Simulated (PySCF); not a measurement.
## Shifts of the heteroatoms

Geometry:
| atom | x (Å) | y (Å) | z (Å) |
| --- | --- | --- | --- |
| N1 | -0.307 | -1.478 | 2.127 |
| C2 | -0.436 | -0.921 | 1.132 |
| C3 | -0.588 | -0.219 | -0.091 |
| Si4 | -2.351 | -0.607 | -0.742 |
| Si5 | -0.374 | 1.664 | 0.329 |
| Si6 | 0.708 | -0.888 | -1.306 |
| O7 | 2.249 | -0.866 | -0.652 |
| C8 | 2.882 | 0.217 | -0.302 |
| O9 | 2.447 | 1.330 | -0.369 |
| H10 | -2.535 | 0.128 | -1.992 |
| H11 | -2.456 | -2.045 | -0.995 |
| H12 | -3.336 | -0.201 | 0.258 |
| H13 | -0.141 | 2.371 | -0.924 |
| H14 | -1.668 | 2.085 | 0.886 |
| H15 | 0.640 | 1.854 | 1.357 |
| H16 | 0.647 | -2.324 | -1.538 |
| H17 | 0.714 | -0.083 | -2.524 |
| H18 | 3.897 | -0.012 | 0.069 |

PySCF 2.14.0 with density-fitted response routines calculation with coordinates at the GFN2-xTB level and GIAO PBE0/pcSseg-1 shieldings; no relativistic terms, a single conformation, equivalent nuclei averaged, isolated molecule.

Problem. Where does $^{29}$Si resonate?

Solution. 
| atoms | environment | σ (ppm) | δ (ppm) |
| --- | --- | --- | --- |
| Si6 | silicon bonded to C, O, 2 H | 364.0 | -19.2 |
| Si4/Si5 | silicon bonded to C, 3 H | 407.7 | -55.2 |

Shieldings were converted by a linear fit to measured shifts: $^{29}$Si (scatter 8.9 ppm rms, 25.8 ppm with the 6 outliers that the fit left out vs TMS, solution or neat liquid). Occasional misses reach two or three times the rms, and more in compound classes unlike the fitted ones.

On a 300 MHz spectrometer $^{29}$Si resonates near 59.6 MHz, so 1 ppm is 59.6 Hz.

Problem. Where does $^{15}$N resonate?

Solution. 
```tsv
atoms	environment	σ (ppm)	δ (ppm)
N1	nitrile nitrogen	-24.7	-125.3
```

Shieldings were converted by a linear fit to measured shifts: $^{15}$N (scatter 6.3 ppm rms vs CH3NO2, solution or neat liquid). Occasional misses reach two or three times the rms, and more in compound classes unlike the fitted ones.

On a 400 MHz spectrometer $^{15}$N resonates near 40.5 MHz, so 1 ppm is 40.5 Hz.

Problem. Predict the $^{17}$O NMR data.

Solution. 
```csv
atoms,environment,σ (ppm),δ (ppm)
O9,carbonyl oxygen,-123.8,379.4
O7,"oxygen bonded to C, Si",129.1,149.1
```

Shieldings were converted by a linear fit to measured shifts: $^{17}$O (scatter 10.7 ppm rms, 12.2 ppm with the 3 outliers that the fit left out vs liquid water, solution or neat liquid). A few per cent of atoms miss by over 2 rms, more outside the fitted compound classes.

On a 600 MHz spectrometer $^{17}$O resonates near 81.3 MHz, so 1 ppm is 81.3 Hz.
